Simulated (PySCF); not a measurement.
# Multinuclear NMR of C₂H₅F₃OSi

Bonds (- single, = double, # triple, : aromatic): C1-Si2 1.892 Å, Si2-O3 1.615 Å, Si2-C4 1.959 Å, C4-F5 1.348 Å, C4-F6 1.349 Å, C4-F7 1.357 Å. C1 carries H8, H9, H10; Si2 carries H11; O3 carries H12. Stereochemistry as in C[Si@H](O)C(F)(F)F.

PySCF calculation with shielding tensors at PBE0/pcSseg-1 (GIAO) and structure optimised with GFN2-xTB; fast rotation and ring inversion assumed for equivalent nuclei, no solvent model, non-relativistic, a single conformation.

Task: Predict the 19F NMR data.

Result: 
```
   atoms              environment  σ (ppm)  δ (ppm)
F5/F6/F7  fluorine of a CF3 group    254.3    -68.8
```

Shieldings were converted by a linear fit to measured shifts: 19F (scatter 6.0 ppm rms, 7.0 ppm with the 5 outliers that the fit left out vs CFCl3, solution or neat liquid, with a term for F on sp3 carbon). A few per cent of atoms miss by over 2 rms, more outside the fitted compound classes.

On a 300 MHz spectrometer 19F resonates near 282.3 MHz, so 1 ppm is 282.3 Hz.

Task: Predict the 29Si NMR data.

Result: 
| atoms | environment | σ (ppm) | δ (ppm) |
| --- | --- | --- | --- |
| Si2 | silicon bonded to 2 C, O, H | 365.6 | -20.5 |

Shieldings were converted by a linear fit to measured shifts: 29Si (scatter 8.9 ppm rms, 25.8 ppm with the 6 outliers that the fit left out vs TMS, solution or neat liquid). A few per cent of atoms miss by over 2 rms, more outside the fitted compound classes.

On a 300 MHz spectrometer 29Si resonates near 59.6 MHz, so 1 ppm is 59.6 Hz.

Task: Where does 17O resonate?

Result: 
| atoms | environment | σ (ppm) | δ (ppm) |
| --- | --- | --- | --- |
| O3 | oxygen bonded to Si, H | 316.0 | -21.2 |

Shieldings were converted by a linear fit to measured shifts: 17O: δ = 266.70 − 0.911σ (rms 10.7 ppm, 155 shifts, 12.2 ppm with the 3 outliers that the fit left out vs liquid water, solution or neat liquid). Occasional misses reach two or three times the rms, and more in compound classes unlike the fitted ones.

On a 600 MHz spectrometer 17O resonates near 81.3 MHz, so 1 ppm is 81.3 Hz.
